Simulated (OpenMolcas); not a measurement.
**Ni2+ in a point-charge field**

Ni2+ among 4 point charges of -1 e arranged as a tetrahedron (Td), 2.01 Å from the ion.
```
   1.1605    1.1605    1.1605  -1.00
   1.1605   -1.1605   -1.1605  -1.00
  -1.1605    1.1605   -1.1605  -1.00
  -1.1605   -1.1605    1.1605  -1.00
```

```
Program             : OpenMolcas 26.06
Method              : SS-CASPT2, IPEA 0.25 Eh, imaginary shift 0.1 Eh (closed shells correlated: 3s 3p)
Basis               : ANO-RCC-VTZP [6s5p3d2f1g]
Scalar Hamiltonian  : DKH2, point nucleus
Active space        : 8 electrons in 5 orbitals (3d)
State averaging     : 2S+1 = 3 even, 10 roots; 2S+1 = 1 even, 15 roots
Spin-orbit coupling : state interaction with AMFI integrals over the reference wave functions
```

The lowest spin-free states (labels of Td), above the lowest:

```json
{"State": "3T1", "Degeneracy": "3", "E (cm-1)": "0", "Free-ion L (%)": "F (100)"}
{"State": "3T2", "Degeneracy": "3", "E (cm-1)": "400", "Free-ion L (%)": "F (100)"}
{"State": "3A2", "Degeneracy": "1", "E (cm-1)": "1760", "Free-ion L (%)": "F (100)"}
{"State": "1T2", "Degeneracy": "3", "E (cm-1)": "12440", "Free-ion L (%)": "D (100)"}
{"State": "1E", "Degeneracy": "2", "E (cm-1)": "12830", "Free-ion L (%)": "D (100)"}
{"State": "3T1", "Degeneracy": "3", "E (cm-1)": "15960", "Free-ion L (%)": "P (100)"}
{"State": "1T2", "Degeneracy": "3", "E (cm-1)": "21630", "Free-ion L (%)": "G (100)"}
{"State": "1E", "Degeneracy": "2", "E (cm-1)": "21950", "Free-ion L (%)": "G (100)"}
{"State": "1A1", "Degeneracy": "1", "E (cm-1)": "22050", "Free-ion L (%)": "G (100)"}
{"State": "1T1", "Degeneracy": "3", "E (cm-1)": "22700", "Free-ion L (%)": "G (100)"}
{"State": "1A1", "Degeneracy": "1", "E (cm-1)": "52010", "Free-ion L (%)": "S (100)"}
```

The lowest levels with spin-orbit coupling:

| E (cm-1) | Degeneracy | Label | 2S+1 |
| --- | --- | --- | --- |
| 0 | 1 | A1 | 3 |
| 120 | 3 | T1 | 3 |
| 240 | 2 | E | 3 |
| 650 | 3 | T2 | 3 |
| 1620 | 3 | T1 | 3 |
| 1750 | 1 | A2 | 3 |
| 1820 | 3 | T2 | 3 |
| 2410 | 2 | E | 3 |
| 3270 | 3 | T2 | 3 |
| 13280 | 3 | T2 | 1 |
| 13620 | 2 | E | 1 (90 %) |
| 16910 | 3 | T2 | 3 |
| 16950 | 2 | E | 3 |
| 17300 | 3 | T1 | 3 |
| 17560 | 1 | A1 | 3 |
| 22670 | 3 | T2 | 1 |
| 22980 | 2 | E | 1 |
| 23080 | 1 | A1 | 1 |
| 23730 | 3 | T1 | 1 |
| 53100 | 1 | A1 | 1 |

Powder χT (cm3 K/mol): 0.089 at 2 K, 0.445 at 10 K, 2.09 at 50 K, 3.04 at 100 K, 3.5 at 200 K, 3.64 at 300 K. The effective moment at 300 K is 2.828 √(χT) = 5.40 μB.

The lowest level has 2S+1 = 3, for which the spin-only value is χT = S(S+1) / 2 = 1.000 cm3 K/mol (g = 2). The computed 3.645 at 300 K differs by +2.645, through orbital momentum, spin-orbit coupling and any other state in reach. With a threefold ground state the orbital momentum is unquenched, so the spin-only value is not expected to hold.

Roots that are degenerate in the reference are averaged as groups; the widest CASPT2 spread within a group is 430 cm-1 (the 3-fold group of multiplicity 1 near 22700 cm-1 above the lowest state of its run). Shifts and gaps below about the spread of the groups concerned are not significant. An orbital triplet at a regular site is open to Jahn-Teller coupling, which can distort the site and quench the lowest spin-orbit gaps and is left out. The ground term spreads over less than 5000 cm-1, several times less than with real ligands, so orbital moments are less quenched and χT lies further from the spin-only value than at real sites. Free-ion shares, where given, are those of the reference states; single-state CASPT2 does not remix them. Point charges carry no covalency, so the field is a model and not that of real ligands. No measured value stands beside these numbers.

The CASPT2 steps took 5.3 s on 1 thread of Arm Neoverse V2, with other jobs on the host; the integral step is not counted.
